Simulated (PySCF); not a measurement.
Planning an excited-state job on `FB1CCC(=S)CC1`.

Method: TDDFT CAM-B3LYP/def2-SVPD, vertical, gas phase, core orbitals frozen in the response (PySCF 2.14.0, density-fitted response routines). Geometry: GFN2-xTB. Work: 8 singlets by full TDDFT, 3 Tamm–Dancoff triplets, polarisability, density fitting. The input is one job of a driver script: a line of settings, then coordinates in Å.

Command:
```bash
OMP_NUM_THREADS=1 python probes_run.py task.json out
```

Input:
```
{"job": {"kind": "uv", "xc": "CAM-B3LYP", "basis": "def2-SVPD", "nstates": 8, "ntriplets": 3}, "charge": 0, "multiplicity": 1}
F      0.369732    -1.685069    -2.236455
B      0.203063    -0.919291    -1.171489
C      1.454689    -0.210337    -0.516546
C      1.078442     0.963592     0.409804
C     -0.134629     0.632446     1.215120
S     -0.090798     0.512887     2.832651
C     -1.385665     0.391087     0.436672
C     -1.223479    -0.825643    -0.497021
H      1.966774    -0.969924     0.084173
H      2.188089     0.126093    -1.251114
H      1.909829     1.210837     1.070886
H      0.856802     1.837912    -0.209054
H     -1.588562     1.275313    -0.174682
H     -2.225885     0.243018     1.116370
H     -1.346467    -1.735627     0.100655
H     -2.039534    -0.838352    -1.221380
```

Hardware: an Arm Neoverse N1 with one thread, shared host with 64 logical CPUs at a one-minute load of 58. PySCF's memory limit was set to 1040 MB.

Problem. How large is the basis?

Solution. 234 functions for 68 electrons, with 854 fitting functions; the fitted three-index integrals, 854 × 234 × 235/2 numbers of 8 bytes, come to 180 MiB.

Problem. Estimate the wall time.

Solution. About 1.7 min. The SCF took 13 cycles.

Problem. How much memory does it need at the peak?

Solution. About 1.1 GiB. Peak memory is the resident size of the whole Python process, interpreter and libraries included.

Problem. At this speed, how long would 500 such jobs take on 8 cores, one job a core?

Solution. 500/8 gives 63 rounds of 1.7 min, about 1.8 h of wall time and 14 core-hours, if the jobs don't slow each other.

The host was shared with other jobs, so the times are rough.

The run converged: HOMO -7.69 eV, LUMO -0.96 eV; lowest singlet 2.52 eV; lowest triplet 2.06 eV (Tamm–Dancoff); mean polarisability 89.5 au.
